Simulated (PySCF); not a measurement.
A mixed set of molecules. Computed with PySCF, TDDFT CAM-B3LYP/def2-SVPD, vertical, gas phase, core orbitals frozen in the response. Geometries: GFN2-xTB; one conformer of each isolated species. Triplets are in the Tamm–Dancoff approximation.

Question: Rank by computed lowest singlet excitation energy, highest first.
A. `CC1=CC=CO[Si]1(F)F`
B. `FCC1=C[Si@@H](F)C=CO1`
C. `Oc1cccc(Cl)n1`
D. `CPCC#N`
E. `C[P@H](=O)CC(F)(F)F`
F. `C[C@@H]1[C@@H](C)P1(P)=S`
G. `C#C/C=C(/O[SiH3])C(F)F`
H. `PP1CCSCC1`

Answer: E (7.49 eV), D (6.51 eV), B (5.95 eV), H (5.48 eV), G (5.29 eV), C (5.11 eV), A (4.91 eV), F (4.37 eV).

```tsv
SMILES	S1 (eV)	gap (eV)	α (au)	LUMO (eV)	f (S1)	S1 mainly
C[P@H](=O)CC(F)(F)F	7.49	10.76	64.6	1.07	0.007	H-1→L+1 (29%)
CPCC#N	6.51	9.74	64.8	0.91	0.079	H→L (62%)
FCC1=C[Si@@H](F)C=CO1	5.95	9.18	83.5	0.40	0.038	H→L (96%)
PP1CCSCC1	5.48	8.62	117.3	0.96	0.000	H-1→L+1 (43%)
C#C/C=C(/O[SiH3])C(F)F	5.29	8.00	94.1	-0.20	0.463	H→L (92%)
Oc1cccc(Cl)n1	5.11	8.27	82.1	-0.07	0.117	H→L (88%)
CC1=CC=CO[Si]1(F)F	4.91	7.72	81.3	-0.36	0.229	H→L (97%)
C[C@@H]1[C@@H](C)P1(P)=S	4.37	7.60	122.9	0.21	0.005	H→L (93%)
```

H and L stand for HOMO and LUMO.
